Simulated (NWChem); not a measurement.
## Correlation energy of 1,2,4-triazole (C$_{2}$H$_{3}$N$_{3}$)

```
N
H 1 1.0143
N 1 1.3466 2 120.28
C 3 1.3238 1 102.11 2 180.00
C 1 1.3537 2 129.35 3 180.00
N 5 1.3178 1 109.63 2 180.00
H 4 1.0899 3 121.68 1 180.00
H 5 1.0901 6 126.96 4 180.00
```
Charge 0, spin multiplicity 1.

All runs are NWChem calculations. The geometry was optimised at B3LYP/def2-SVP, a minimum by its harmonic frequencies.

Basis set: def2-SVP. Each correlation energy counts from its own Hartree-Fock reference.

The correlated methods keep 5 core orbitals frozen. No row is a measurement; the coupled-cluster row has its own basis-set and correlation limits.

Problem. For the correlation energy, SCS-MP2 gives -722.5 mHa and CCSD gives -765.7 mHa. What do MP2, CCSD(T), CCSD+T(CCSD) give?

Solution. MP2: -748.1 mHa; CCSD(T): -797.7 mHa; CCSD+T(CCSD): -798.9 mHa.
